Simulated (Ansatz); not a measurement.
Ansatz (an electronic-structure program) input:

Ansatz 0.2 input:
```yaml
crystal:
  periodic: [false, false, false]
  atoms:
    - {symbol: W, position_ang: [0.02181433, 0.00429698, 0.00691849]}
    - {symbol: H, position_ang: [-0.55713025, -1.59540083, -0.15211076]}
    - {symbol: H, position_ang: [-1.05713034, 1.27742461, -0.35985745]}
basis:
  gaussian:
    orbitals: def2-TZVP
hamiltonian:
  xc: {name: PBE}
magnetization: {spin_polarized: true, initial_magnetization: 2}
relax: {f_tol: 0.003, max_steps: 100}
```

Question: What final total energy does it print?

Answer: -68.15326 Eh (PBE/def2-TZVP). The basis has 52 functions.

The spin state was set by rule; other spins were not relaxed.

The determinant is spin-contaminated: <S^2> is 2.90 against 2.00 for a pure state.
